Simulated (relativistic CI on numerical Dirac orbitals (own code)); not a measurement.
Radial parameters of Pm XXVIII

Computed by Dirac-Coulomb-Breit CI, KLI orbitals optimised for each configuration, model QED, unscaled Slater integrals (own radial code, finite nucleus).

Slater integrals F^k, G^k are unscaled and averaged over j, outside the closed core [Ar] 3d10; ζ comes from projecting the Hamiltonian with its Breit term on Σ l·s of the shell.

- 4s2.4p4: F^2(4p,4p) = 186750, ζ(4p) = 175390 cm⁻¹; <r>(4p) = 0.5511, <r^2>(4p) = 0.343 (bohr units).
- 4s.4p5: G^1(4s,4p) = 244610, ζ(4p) = 175230 cm⁻¹; <r>(4s) = 0.537, <r^2>(4s) = 0.3238, <r>(4p) = 0.5513, <r^2>(4p) = 0.3433 (bohr units).
- 4s2.4p3.4d: F^2(4p,4p) = 186720, ζ(4p) = 175750, F^2(4p,4d) = 182520, G^1(4p,4d) = 227920, G^3(4p,4d) = 145810, ζ(4d) = 21347 cm⁻¹; <r>(4p) = 0.5512, <r^2>(4p) = 0.3431, <r>(4d) = 0.5581, <r^2>(4d) = 0.3555 (bohr units).

Averages of the first 10 configurations, taken without configuration mixing, which lowers the lowest level and can move excited configurations by several eV; other configurations of the list can lie among them:

```csv
Configuration,Parity,States,Average energy above the lowest level (eV)
4s2.4p4,even,15,25.3
4s.4p5,odd,12,122.2
4s2.4p3.4d,odd,200,152.4
4p6,even,1,227.5
4s.4p4.4d,even,300,245.6
4s2.4p3.4f,even,280,284.1
4s.4p4.4f,odd,420,377.6
4p5.4d,odd,60,347.2
4s.4p3.4d2,odd,1800,371.5
4s2.4p2.4d.4f,odd,2100,411.6
```
